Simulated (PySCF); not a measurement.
C3H5, SMILES C=[C]C (connectivity only; charge and spin as stated), charge +1, multiplicity 1.

Geometry optimised at PBE0-D3(BJ)/def2-TZVP. The multiplicity is an assumed one; other spin states were not compared. The isomer is the one that the SMILES or the coordinates give; other isomers of the formula were not compared.

Calculation: PBE/def2-TZVPD (PySCF).

Symmetry labels are those of the subgroup Cs that the program uses (full group Cs).

Computed valence orbital energies around the gap with their symmetry:
| orbital | symmetry | energy (eV) |
|---|---|---|
| HOMO−7 | A' | -27.32 |
| HOMO−6 | A' | -25.09 |
| HOMO−5 | A' | -19.82 |
| HOMO−4 | A' | -18.31 |
| HOMO−3 | A' | -17.97 |
| HOMO−2 | A" | -17.50 |
| HOMO−1 | A' | -16.79 |
| HOMO | A" | -13.81 |
| LUMO | A' | -10.45 |
| LUMO+1 | A" | -7.36 |
| LUMO+2 | A' | -5.20 |
| LUMO+3 | A' | -3.84 |
